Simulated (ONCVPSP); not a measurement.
**What one change does to a pseudopotential (Sr, ONCV)**

| Item | Value |
| --- | --- |
| Element | Sr (Z = 38) |
| Generator | ONCVPSP 4.0.1 |
| Type | optimised norm-conserving Vanderbilt (ONCV) |
| Functional | BLYP |
| Relativity | scalar-relativistic |
| Frozen core | [Ar] 3d10 |
| Valence charge | 10 |
| Reference configuration | 4s2 4p6 5s2 |
| Partial waves | 4s+5s: rc 2.60 bohr, ncon 4, nbas 8, qcut 5.6 1/bohr, 3 projectors, debl 2.3 Ha; 4p: rc 1.80 bohr, ncon 4, nbas 9, qcut 9.1 1/bohr, 2 projectors, debl 1.3 Ha; d scattering state at 0.17 Ha: rc 1.80 bohr, ncon 4, nbas 9, qcut 5.5 1/bohr, local; f scattering state at 0.39 Ha: rc 2.60 bohr, ncon 4, nbas 9, qcut 4.5 1/bohr, 2 projectors, debl 3.3 Ha |
| Local potential | the d channel |
| Core correction | Teter function, fcfact 5, rcfact 1.15 |

In the d channel the program set the typed energies aside and used 0.050 Ha.

All-electron outer shells of the reference configuration (BLYP, scalar-relativistic, ld1.x):

```tsv
shell	level (eV)	outermost node (bohr)	outermost maximum (bohr)
4s	-40.63	0.59	1.19
4p	-22.54	0.61	1.32
5s	-3.38	1.65	3.62
```

Change: core correction Teter function, fcfact 5, rcfact 1.66.

Cutoffs: the cutoffs (Ha) at which the residual kinetic energy of the hardest occupied pseudo-wave falls to 1 and 0.1 mHa per electron; they do not see the model core or the augmentation charge, which bear on the density cutoff. Errors are all-electron minus pseudo energies relative to the spin-unpolarised reference configuration.

How do hardness, ghosts and transferability respond?

The potential gets neither clearly harder nor softer (21 Ha and 26 Ha → 21 Ha and 26 Ha); of the 4 tests that both files solve, the error grows in 2 and shrinks in 0 by more than 15 % and 0.3 meV (median size 0.7 → 0.9 meV); neither file shows a bound ghost. A model core, the more so a compact one, raises the density cutoff, which this test does not measure.

| quantity | base | changed |
| --- | --- | --- |
| cutoff, loose | 21 Ha | 21 Ha |
| cutoff, tight | 26 Ha | 26 Ha |
| bound ghosts | none | none |
| GHOST(+) flags under 300 eV | none | none |
| error for 4s2 4p6 5s1, meV [ΔE 5.81 eV] | -0.9 | -1.0 |
| error for 4s2 4p6 5s0, meV [ΔE 16.93 eV] | -4.9 | -6.5 |
| error for 4s2 4p6 5s1.5, meV [ΔE 2.28 eV] | -0.2 | -0.3 |
| error for 4s2 4p6 5s1 5p1, meV [ΔE 2.36 eV] | -0.5 | -0.8 |
| s: phases at 2.64 bohr within 0.05 rad from the reference energy up to (Ha; the scan ends near 5) | to the end of the scan | to the end of the scan |
| p: phases at 1.82 bohr within 0.05 rad from the reference energy up to (Ha; the scan ends near 5) | to the end of the scan | to the end of the scan |
| d: phases at 1.82 bohr within 0.05 rad from the reference energy up to (Ha; the scan ends near 5) | to the end of the scan | to the end of the scan |
| f: phases at 2.64 bohr within 0.05 rad from the reference energy up to (Ha; the scan ends near 5) | 2.5 | 2.5 |
| rms error of d²Exc/dni dnj with the model core, mHa | 0.96 | 3.93 |

Base: The cutoffs count occupied waves only; projector 2 of the f channel, the hardest unoccupied one, needs 61 Ha at the loose tolerance. Changed file: The cutoffs count occupied waves only; projector 2 of the f channel, the hardest unoccupied one, needs 61 Ha at the loose tolerance.
